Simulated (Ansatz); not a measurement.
Born–Oppenheimer molecular dynamics of a periodic cell of 38 atoms, H12C4Cl3 (contents 1 C2H6 + 6 CH3Cl, density as packed 0.95 g/cm³ with natural masses). It goes on from the last frame of an earlier run, with new velocities.

Computed with DFT PBE-D3(BJ), scalar-relativistic, plane waves, PAW in Ansatz. Settings: accuracy low, cutoff 420 eV, k mesh 1x1x1, fermi-dirac smearing 0.05 eV, no spin polarisation.

```json
{"ensemble": "NPT, Langevin", "time step": "0.5 fs", "steps asked": "400", "set temperature": "350 K", "friction": "0.01 /fs", "pressure": "10 GPa", "seed": "344862"}
```

Frames 10 fs apart, positions in Å, forces in eV/Å.

Velocities at 0.0 fs (Å/ps):

```
C -2.27 -0.78 2.40
C 8.57 4.72 1.14
H -30.39 30.46 3.40
H -7.70 0.54 25.22
H 4.87 -8.41 13.09
H 0.87 -19.44 8.23
H 8.25 -1.22 15.04
H -5.90 -10.85 5.46
C 2.21 3.19 3.65
Cl -2.49 -0.78 -1.19
H 1.83 -1.84 20.07
H 32.95 -9.11 23.15
H -20.95 8.48 18.69
C 2.16 2.14 4.19
Cl -2.04 -2.09 -5.18
H -2.97 19.13 18.78
H -26.75 6.57 -30.01
H -3.04 3.83 -2.59
C -0.79 3.72 4.65
Cl 1.85 1.31 -0.64
H -25.78 -9.03 -15.38
H 9.88 42.07 13.94
H -7.77 -0.45 3.63
C -0.06 -7.36 -1.50
Cl 1.67 0.85 0.63
H -14.17 -10.72 22.89
H 6.91 -25.43 -8.57
H 10.46 -3.46 33.11
C 2.63 -7.81 -5.95
Cl 0.99 -4.55 -1.52
H -11.04 -19.24 -2.86
H 35.80 -10.04 27.23
H 16.30 24.56 15.50
C -5.77 3.77 4.99
Cl -1.76 3.54 -3.85
H 15.71 -3.66 -22.09
H 2.44 14.82 49.67
H -7.09 23.50 15.96
```

```xyz
38
Lattice="8.3376 0.0000 0.0000 0.0000 8.3376 0.0000 0.0000 0.0000 8.3376" Properties=species:S:1:pos:R:3:forces:R:3 time_fs=0.0 energy_less_start_eV=0.000 T=341
C 2.062 0.238 1.386 -2.85 0.97 0.26
C 1.846 1.792 1.574 0.61 -1.18 0.56
H 1.897 -0.316 2.305 -0.23 -0.12 0.50
H 1.253 -0.128 0.661 1.12 0.35 0.84
H 3.007 -0.082 1.070 1.68 -0.14 -0.96
H 1.690 2.176 0.593 0.04 0.67 -0.91
H 0.909 1.991 2.122 0.28 -0.06 0.14
H 2.704 2.348 2.038 -0.61 -0.50 -0.19
C 1.283 4.707 5.648 -0.63 -0.67 -0.66
Cl 1.123 3.132 6.494 -0.22 -0.74 -0.11
H 1.995 5.223 6.293 -0.35 0.67 -0.37
H 1.696 4.464 4.653 0.08 0.30 0.33
H 0.241 5.097 5.497 1.05 0.12 0.51
C 5.574 5.394 0.112 1.47 0.72 0.45
Cl 4.750 5.379 1.629 -1.03 0.06 1.71
H 6.533 4.910 0.271 0.00 -0.64 -0.22
H 4.916 4.881 -0.533 -0.35 -0.30 -1.44
H 5.870 6.424 -0.110 -0.58 0.06 -0.54
C 5.869 8.131 4.387 -0.42 -1.50 -1.66
Cl 4.881 7.821 5.885 0.78 0.22 -0.48
H 5.101 8.518 3.669 0.66 -0.51 0.22
H 6.600 8.924 4.506 0.29 0.03 0.60
H 6.391 7.160 3.927 -1.26 1.77 1.24
C 1.407 -0.142 4.867 -0.07 -0.02 1.31
Cl 0.883 -0.535 6.569 -0.12 0.34 -0.34
H 1.059 0.860 4.668 -0.39 0.24 -0.39
H 2.470 -0.141 4.944 1.05 0.02 -0.12
H 1.084 -0.946 4.240 -0.53 -0.31 -0.64
C 5.332 3.042 4.588 0.53 -0.95 0.53
Cl 4.768 4.644 5.111 0.02 -0.01 -0.24
H 5.927 3.123 3.665 0.08 0.21 0.32
H 5.901 2.590 5.444 -0.18 0.47 -0.75
H 4.514 2.341 4.381 -0.36 0.36 0.09
C 0.636 5.140 0.780 0.47 0.96 0.10
Cl -0.324 5.308 2.302 0.51 0.23 0.12
H 0.389 5.989 0.106 -0.10 -0.47 0.36
H 1.744 5.208 0.966 -0.83 -0.41 0.15
H 0.280 4.200 0.380 0.42 -0.22 -0.33
38
Lattice="8.2094 0.0000 0.0000 0.0000 8.2094 0.0000 0.0000 0.0000 8.2094" Properties=species:S:1:pos:R:3:forces:R:3 time_fs=10.0 energy_less_start_eV=0.124 T=338
C 1.994 0.249 1.420 -2.72 -0.40 -0.48
C 1.899 1.749 1.533 1.02 0.61 0.52
H 1.758 -0.172 2.399 0.21 -0.45 0.08
H 1.173 -0.172 0.708 1.17 0.73 1.14
H 2.909 -0.117 1.056 1.51 -0.55 -0.47
H 1.772 2.230 0.574 0.10 0.21 -0.41
H 1.028 1.983 2.133 -0.38 0.37 0.29
H 2.803 2.228 2.036 -0.86 -0.54 -0.46
C 1.294 4.629 5.621 -0.02 1.25 -0.19
Cl 1.073 3.070 6.386 -0.03 -0.75 0.28
H 1.888 5.353 6.204 0.21 -0.67 0.27
H 1.823 4.446 4.681 -0.41 0.24 -0.16
H 0.321 5.151 5.560 0.15 -0.50 -0.51
C 5.515 5.334 0.108 0.73 1.28 -0.39
Cl 4.634 5.269 1.580 -1.24 -0.22 1.30
H 6.433 4.786 0.258 0.46 0.14 -0.17
H 4.996 4.930 -0.707 -1.16 -1.14 -1.06
H 5.611 6.391 -0.191 0.68 -0.19 0.32
C 5.750 8.068 4.356 -0.22 -3.87 -1.26
Cl 4.827 7.720 5.801 -0.64 0.08 0.93
H 5.015 8.251 3.575 0.20 0.55 -0.28
H 6.433 8.811 4.603 1.27 1.37 -0.01
H 6.266 7.060 4.051 -0.58 1.75 0.50
C 1.396 -0.201 4.822 -2.01 0.01 -0.81
Cl 0.887 -0.507 6.471 -0.07 0.22 0.89
H 0.916 0.748 4.552 0.45 0.06 -0.17
H 2.445 -0.214 4.737 1.46 0.17 0.06
H 0.948 -0.989 4.206 0.11 -0.05 -0.13
C 5.298 2.920 4.521 -0.85 0.35 -1.55
Cl 4.717 4.530 5.019 0.44 0.49 -0.12
H 5.848 2.988 3.541 -0.75 0.09 0.59
H 5.995 2.556 5.235 0.36 -0.40 1.02
H 4.335 2.369 4.456 0.91 -0.32 -0.06
C 0.591 5.100 0.818 1.49 -0.34 -1.12
Cl -0.330 5.271 2.232 -1.37 0.45 1.88
H 0.447 5.885 0.061 -0.01 0.06 0.42
H 1.613 5.054 1.194 0.57 0.23 -0.53
H 0.390 4.143 0.357 -0.18 -0.31 -0.15
38
Lattice="7.8987 0.0000 0.0000 0.0000 7.8987 0.0000 0.0000 0.0000 7.8987" Properties=species:S:1:pos:R:3:forces:R:3 time_fs=20.0 energy_less_start_eV=0.509 T=477
C 1.875 0.233 1.420 -2.53 -0.91 -0.38
C 1.913 1.716 1.450 0.63 1.19 0.91
H 1.785 -0.230 2.411 -0.31 0.15 -0.01
H 0.986 -0.159 0.785 1.41 0.47 1.01
H 2.789 -0.142 1.078 1.44 -0.87 -1.15
H 1.901 2.210 0.478 0.02 -0.26 -0.21
H 1.077 2.130 2.031 0.07 0.12 0.05
H 2.875 2.034 1.928 -0.61 0.10 -0.09
C 1.281 4.504 5.441 -1.08 0.32 -0.72
Cl 1.002 2.913 6.141 0.02 -1.04 -0.40
H 1.863 5.075 6.158 0.10 0.22 -0.19
H 1.688 4.436 4.435 0.72 -0.29 0.09
H 0.290 4.931 5.230 0.08 0.18 0.65
C 5.335 5.176 0.023 1.01 0.94 1.48
Cl 4.367 5.026 1.542 0.18 -0.02 -0.44
H 6.284 4.657 0.096 0.10 -0.22 0.51
H 4.837 4.688 -0.742 -1.52 -0.62 -1.61
H 5.573 6.232 -0.179 -0.39 -0.29 0.07
C 5.536 7.779 4.198 1.48 -3.22 -1.30
Cl 4.661 7.449 5.617 -1.08 0.17 1.25
H 4.951 8.072 3.364 -1.05 -0.30 -0.98
H 6.198 8.545 4.314 1.97 2.19 0.86
H 6.210 6.882 3.977 -1.10 0.76 -0.09
C 1.347 -0.255 4.615 -0.88 0.28 -2.10
Cl 0.859 -0.446 6.245 -0.48 0.51 1.23
H 1.056 0.709 4.181 -0.43 0.15 0.39
H 2.404 -0.232 4.556 1.34 -0.47 0.07
H 0.896 -1.035 3.969 0.31 0.12 0.34
C 5.128 2.743 4.358 -2.06 -0.61 -2.16
Cl 4.572 4.342 4.811 -0.23 0.45 0.10
H 5.499 2.866 3.311 -0.08 -0.41 0.67
H 5.864 2.441 5.023 1.68 -0.37 1.30
H 4.307 1.935 4.403 0.72 1.50 -0.04
C 0.647 4.899 0.741 0.52 0.65 -0.59
Cl -0.355 5.139 2.147 -0.05 -0.17 1.27
H 0.477 5.811 0.150 0.02 -0.61 -0.30
H 1.715 4.886 0.973 0.26 -0.06 0.44
H 0.402 3.962 0.233 -0.21 0.28 0.06
38
Lattice="7.4647 0.0000 0.0000 0.0000 7.4647 0.0000 0.0000 0.0000 7.4647" Properties=species:S:1:pos:R:3:forces:R:3 time_fs=30.0 energy_less_start_eV=1.537 T=565
C 1.739 0.165 1.371 -1.27 0.85 -0.11
C 1.920 1.717 1.398 -0.45 -1.25 0.08
H 1.640 -0.215 2.389 0.21 -0.27 -0.24
H 0.802 -0.221 0.862 0.86 0.81 0.48
H 2.593 -0.283 0.890 0.42 -0.36 -0.21
H 2.004 2.025 0.362 0.19 0.42 -0.01
H 1.095 2.267 1.885 0.06 -0.32 -0.16
H 2.832 1.964 1.943 0.24 0.09 -0.03
C 1.234 4.332 5.134 -0.42 -0.98 0.84
Cl 0.911 2.675 5.793 0.07 -0.68 -0.88
H 1.853 4.818 5.861 0.52 0.24 0.48
H 1.818 4.168 4.236 -0.56 0.36 -0.51
H 0.258 4.809 5.196 0.07 0.08 -0.84
C 5.048 4.918 -0.041 0.13 1.01 2.37
Cl 4.035 4.700 1.493 0.46 0.23 -0.51
H 5.952 4.343 0.152 -0.26 -0.13 -0.41
H 4.391 4.553 -0.753 -0.84 -0.81 -1.55
H 5.256 5.999 -0.179 0.00 -0.74 0.30
C 5.341 7.362 3.880 -0.86 -3.87 0.33
Cl 4.408 7.066 5.355 -0.18 0.19 0.23
H 4.622 7.546 3.153 -1.07 0.74 -1.62
H 5.973 8.106 4.126 2.31 2.27 0.34
H 5.851 6.439 3.580 0.06 0.01 0.32
C 1.326 -0.284 4.218 -1.07 -0.35 0.51
Cl 0.816 -0.368 5.947 -0.23 0.78 0.29
H 0.998 0.726 3.920 0.19 -0.54 -0.23
H 2.382 -0.414 4.343 0.80 0.21 -0.42
H 0.877 -1.183 3.729 0.07 1.03 0.05
C 4.923 2.513 4.132 -2.52 -0.86 -1.37
Cl 4.347 4.097 4.508 -0.13 1.35 -0.08
H 5.261 2.518 3.081 -0.22 -0.10 0.20
H 5.741 2.345 4.757 1.29 -0.51 1.27
H 4.028 1.786 4.316 1.68 1.18 -0.25
C 0.751 4.634 0.636 -1.80 0.42 0.61
Cl -0.384 4.918 2.080 1.27 -0.41 -0.07
H 0.454 5.457 -0.013 0.47 0.05 0.09
H 1.813 4.638 0.916 -0.10 -0.14 0.16
H 0.336 3.737 0.159 0.63 -0.02 0.54
38
Lattice="7.0127 0.0000 0.0000 0.0000 7.0127 0.0000 0.0000 0.0000 7.0127" Properties=species:S:1:pos:R:3:forces:R:3 time_fs=40.0 energy_less_start_eV=4.062 T=592
C 1.597 0.145 1.291 -0.18 -0.20 -1.14
C 1.915 1.629 1.355 -0.11 -0.44 -0.66
H 1.661 -0.428 2.222 -0.19 0.27 -0.43
H 0.541 0.086 0.934 0.61 -0.45 0.35
H 2.257 -0.481 0.654 -0.26 0.70 -0.04
H 2.209 2.003 0.367 -0.26 -0.19 0.03
H 1.011 2.157 1.666 0.18 0.06 0.18
H 2.737 1.947 1.954 0.67 -0.10 1.01
C 1.198 4.112 4.860 -0.69 -0.99 -0.66
Cl 0.815 2.402 5.419 0.50 0.75 -1.30
H 1.927 4.566 5.505 0.29 -0.09 0.32
H 1.509 4.114 3.821 0.50 -0.65 -0.02
H 0.308 4.698 4.806 -0.94 -0.16 0.80
C 4.673 4.624 -0.029 1.13 0.18 1.02
Cl 3.717 4.379 1.420 0.48 -0.03 0.14
H 5.510 3.908 0.001 -0.09 0.24 0.11
H 4.117 4.317 -0.876 -0.90 0.07 -0.64
H 5.045 5.679 -0.031 -0.24 -1.10 -0.04
C 5.100 6.877 3.534 -1.49 -2.49 1.25
Cl 4.159 6.653 5.065 0.29 0.76 -0.91
H 4.455 7.212 2.761 -0.48 0.22 -0.72
H 5.921 7.446 3.767 1.71 1.52 0.41
H 5.459 5.888 3.361 -0.08 -0.79 -0.31
C 1.285 -0.311 3.852 -1.63 0.88 0.11
Cl 0.772 -0.276 5.644 0.67 0.73 -1.27
H 0.944 0.680 3.493 0.26 -0.35 0.43
H 2.381 -0.352 3.812 -0.41 -0.38 0.45
H 0.656 -1.096 3.325 1.03 0.80 0.95
C 4.751 2.292 3.885 -1.99 -0.51 -0.39
Cl 4.113 3.870 4.175 0.26 1.02 -0.33
H 5.012 2.156 2.833 -0.05 0.40 0.04
H 5.578 2.158 4.519 1.17 -0.04 0.75
H 3.929 1.603 4.240 0.80 0.82 -0.60
C 0.765 4.366 0.609 -1.12 -1.34 1.49
Cl -0.373 4.661 1.997 1.06 -0.57 -0.84
H 0.619 5.048 -0.195 -0.43 0.49 0.10
H 1.787 4.310 0.954 0.28 0.53 0.36
H 0.554 3.337 0.318 -0.34 0.42 -0.01
38
Lattice="6.6433 0.0000 0.0000 0.0000 6.6433 0.0000 0.0000 0.0000 6.6433" Properties=species:S:1:pos:R:3:forces:R:3 time_fs=50.0 energy_less_start_eV=8.713 T=597
C 1.471 0.130 1.148 1.33 -0.51 0.25
C 1.953 1.530 1.355 -1.54 0.42 -0.94
H 1.705 -0.587 1.938 0.29 0.27 0.03
H 0.405 0.113 1.163 -0.81 -0.28 -0.79
H 1.986 -0.310 0.277 -0.50 0.11 0.83
H 2.284 1.960 0.379 0.15 -0.26 1.01
H 1.055 2.093 1.667 0.54 -0.08 -0.14
H 2.600 1.679 2.170 1.44 0.01 0.70
C 1.119 3.906 4.625 -0.74 -1.71 0.23
Cl 0.738 2.180 5.071 1.28 0.56 0.21
H 1.955 4.149 5.242 0.06 0.42 0.33
H 1.372 3.756 3.590 -0.11 0.64 -0.17
H 0.177 4.286 4.917 -0.46 0.97 -0.38
C 4.366 4.344 -0.003 1.18 0.65 -1.73
Cl 3.463 4.139 1.361 0.57 -0.33 2.17
H 5.093 3.543 -0.141 -0.02 -0.34 0.07
H 3.662 4.309 -0.835 0.48 -0.08 0.08
H 4.932 5.304 0.081 -0.51 -0.81 -0.32
C 4.891 6.373 3.292 -1.30 1.25 0.63
Cl 3.966 6.314 4.820 0.42 1.05 -1.03
H 4.439 6.875 2.442 -0.81 -0.01 0.20
H 5.841 6.820 3.429 0.65 0.05 0.56
H 4.887 5.369 3.090 0.31 -2.09 -0.37
C 1.185 -0.252 3.623 -0.03 -0.99 0.26
Cl 0.750 -0.190 5.367 -0.03 -0.90 -1.73
H 1.002 0.773 3.279 0.04 -0.59 -0.04
H 2.249 -0.521 3.666 -0.28 0.45 0.10
H 0.632 -1.143 3.192 0.48 1.86 0.50
C 4.619 2.124 3.668 -2.03 1.00 -0.98
Cl 3.900 3.712 3.893 0.41 -0.26 0.92
H 4.815 2.119 2.604 0.08 -0.24 -0.39
H 5.530 2.098 4.200 0.51 -0.14 0.65
H 3.824 1.433 4.033 0.78 1.05 -0.50
C 0.741 4.086 0.689 -1.91 -0.66 -0.71
Cl -0.358 4.439 1.916 -0.90 -0.94 0.78
H 0.552 4.803 -0.073 -0.12 0.21 -0.34
H 1.719 4.214 1.053 0.72 -0.20 0.13
H 0.503 3.072 0.366 0.38 0.47 -0.09
```

Of the whole run (200 fs, mean temperature of the second half 509 K): The conserved energy stayed within 0.25 meV per atom of its start (net change 0.22 meV per atom), so the integration is sound. The mean temperature of the second half is 45 % above the set value. A run of 0.2 ps of so small a system gives no equilibrium averages. Limits of this set-up: coarse k mesh, low accuracy level. The cell's volume went from 580 to 311 Å³.

The run took 17 min on 1 thread of Arm Neoverse V1, on a shared host, peak memory 0.55 GiB.
